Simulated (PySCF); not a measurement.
C6H8FN (charge +1 and doublet state).
SMILES with atom numbers: `[H]/[N:8]=[C:7]1/[C@@H:2]([CH3:1])[CH2:3][CH+:4][C:5]1[F:6]` (hydrogens: H9, H10, H11 on C1; H12 on C2; H13, H14 on C3; H15 on C4; H16 on N8)

Cartesian coordinates in Å at the GFN2-xTB level; atoms count from 1:
```
atom  x, y, z in Å
C1    -1.342    1.331   -0.159
C2    -0.411    0.339    0.506
C3    -0.788   -1.134    0.291
C4     0.453   -1.802   -0.146
C5     1.444   -0.921   -0.327
F6     2.690   -1.139   -0.683
C7     1.026    0.463   -0.015
N8     1.676    1.507   -0.057
H9    -1.048    2.355    0.054
H10   -1.382    1.186   -1.237
H11   -2.352    1.180    0.227
H12   -0.334    0.571    1.576
H13   -1.178   -1.595    1.204
H14   -1.571   -1.248   -0.464
H15    0.533   -2.858   -0.356
H16    2.575    1.775   -0.424
```

Computed, not measured: UKS B3LYP, pcH-1 on C F H N, non-relativistic, mean-field spin-orbit, GIAO (PySCF). Geometry: GFN2-xTB; no solvent, vibrations or thermal averaging. A GFN2-xTB geometry isn't a minimum of the functional, and hyperfine couplings can be far from their values at a DFT geometry, by a factor of two or more for some ions and for spin on atoms past the first row. No stability test was run, so a lower SCF solution isn't excluded.

Principal values of hyperfine tensors in MHz (contact and dipolar terms together), for some of the nuclei:

| atom | isotope | A1 | A2 | A3 |
| --- | --- | --- | --- | --- |
| N8 | 14N | 66.76 | 72.72 | 162.85 |
| C5 | 13C | 51.38 | 53.50 | 101.13 |
| H16 | 1H | 27.49 | 49.16 | 114.01 |
| H13 | 1H | 43.44 | 44.31 | 49.11 |
| H11 | 1H | 16.36 | 17.65 | 21.76 |
| F6 | 19F | -41.47 | -32.90 | 129.39 |
| C2 | 13C | 5.75 | 6.93 | 42.24 |
| H15 | 1H | 9.29 | 11.51 | 17.41 |

(1) Split each tensor into its isotropic and traceless parts, and turn a_iso into mT with g = 2.0037.

(2) What spin density at the nucleus of H15 lies behind its contact coupling (g_N = 5.58569)?

(3) C7 (13C, g_N = 1.40482) isn't in the table. Its spin density at the nucleus is -0.01286 bohr⁻³. What is its contact coupling?

(4) Name the largest traceless tensor T of the table and describe it.

(5) In a single crystal, with the field along each principal axis of the tensor of C5 in turn, what first-order splitting does this nucleus give (isotropic g, quadrupole terms neglected)?

Answers

(1) a_iso is a third of the trace, T = A − a_iso, and a(mT) = a(MHz)/(g × 13.996).

| atom | a_iso (MHz) | a_iso (mT) | T1 | T2 | T3 |
| --- | --- | --- | --- | --- | --- |
| N8 | 100.78 | 3.594 | -34.02 | -28.06 | 62.07 |
| C5 | 68.67 | 2.449 | -17.29 | -15.17 | 32.46 |
| H16 | 63.55 | 2.266 | -36.07 | -14.39 | 50.46 |
| H13 | 45.62 | 1.627 | -2.18 | -1.31 | 3.49 |
| H11 | 18.59 | 0.663 | -2.23 | -0.94 | 3.17 |
| F6 | 18.34 | 0.654 | -59.81 | -51.24 | 111.05 |
| C2 | 18.31 | 0.653 | -12.56 | -11.38 | 23.93 |
| H15 | 12.73 | 0.454 | -3.45 | -1.23 | 4.67 |

(2) a_FC = (2μ0/3) gₑ μB g_N μN ρ(0)/(2S·h) = 800.24 MHz × g_N × ρ(0)/(2S), with ρ in bohr⁻³. With a_FC = 12.73 MHz and 2S = 1, ρ(0) = 0.002849 bohr⁻³. In magnitude that is 0.9 % of the 1/π = 0.318 of a free hydrogen atom.

(3) By the same relation, a_FC = -14.45 MHz. Its full tensor has the principal values -33.60, -12.67, 2.91 MHz.

(4) F6: -59.8, -51.2, 111.1 MHz, nearly axial, close to the ratio −1:−1:+2.

(5) 2 lines (I = 1/2), spaced by |A_i|/(g × 13.996): 1.83, 1.91, 3.61 mT along the axes of A1, A2 and A3.

The SMILES draws the unpaired electron on C5; the largest computed Mulliken spin population is on N8 (0.74 against 0.14).
